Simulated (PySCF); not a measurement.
CuH2O2, SMILES [OH][Cu][OH] (connectivity only; charge and spin as stated), neutral, multiplicity 2. Atoms are numbered in the order given.

```xyz
5

Cu     0.0000     0.0000    -0.0031
O      0.0000     1.7388    -0.0879
H      0.0000     2.2126     0.7480
O      0.0000    -1.7388    -0.0879
H      0.0000    -2.2126     0.7480
```
Charge 0, spin multiplicity 2.

Geometry: PBE0-D3(BJ)/def2-TZVP. The multiplicity is an assumed one; other spin states were not compared. The values are those of a single conformer.

Calculation: ωB97X/def2-TZVPD (PySCF).

The molecule is in vacuum.

Problem. Estimate the frontier levels, dipole moment and polarisability. (The exact figures need the calculation; the answer reports its results.)

Solution. 
* **α spin, highest occupied and lowest empty level**: -11.36 and 0.94 eV
* **β spin, highest occupied and lowest empty level**: -10.67 and -2.38 eV
* **dipole moment**: 2.56 D
* **quadrupole, principal values (traceless, Buckingham form, about the centre of nuclear charge)**: -3.19, -0.53, 3.72 D·Å
* **mean static polarisability**: 47.3 bohr³ (7.01 Å³)
* **polarisability, principal values**: 26.7, 27.5, 87.7 bohr³
* **⟨S²⟩**: 0.758 (pure state 0.75)
